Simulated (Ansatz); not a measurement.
Harmonic frequencies (cm⁻¹) at PBE0-D4/def2-TZVP from Ansatz: 126, 210, 210, 239, 239, 248, 338, 600, 641, 700, 700, 730.

Question: Which molecule is it?
A. `[NH2][W](=[O])([F])=[S]`
B. `[O]=[W]([F])([F])([F])[Cl]`
C. `[F][W]([F])([F])([F])=[S]`
D. `[O]=[W]([F])([Cl])([Cl])[Cl]`

Answer: C.
